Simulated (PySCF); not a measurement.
## Electron correlation in C⁺ (carbon, charge +1)

[He] 2s2 2p1, 2P determinant. All numbers are calculated (PySCF 2.14, the spin-free X2C one-electron Hamiltonian (Gaussian nucleus), in cc-pVDZ-DK (3s2p1d, 14 functions)). Frozen: 1s2; 3 electrons correlated.

MP2 pair energies summed by pair of shells (mhartree):

```json
{"pair": "2s-2s", "energy": "-25.63", "share (%)": "62.1"}
{"pair": "2s-2p", "energy": "-15.66", "share (%)": "37.9"}
```

Total MP2 correlation energy: -41.29 mhartree.

Same-spin part -2.40 and opposite-spin part -38.90 mhartree; SCS-MP2 scales them by 1/3 and 6/5 to -47.47 mhartree.

| level | correlation energy (mhartree) |
| --- | --- |
| CCSD | -66.69 |
| (T) | -0.65 |
| CCSD(T) | -67.34 |

Diagnostics: T1 = 0.0084, D1 = 0.0157, largest double amplitude 0.136.

Task: Is a single reference adequate?

Result: Mostly. T1 lies below 0.03, but a double amplitude of this size points to a near-degeneracy that CCSD handles and MP2 describes poorly.
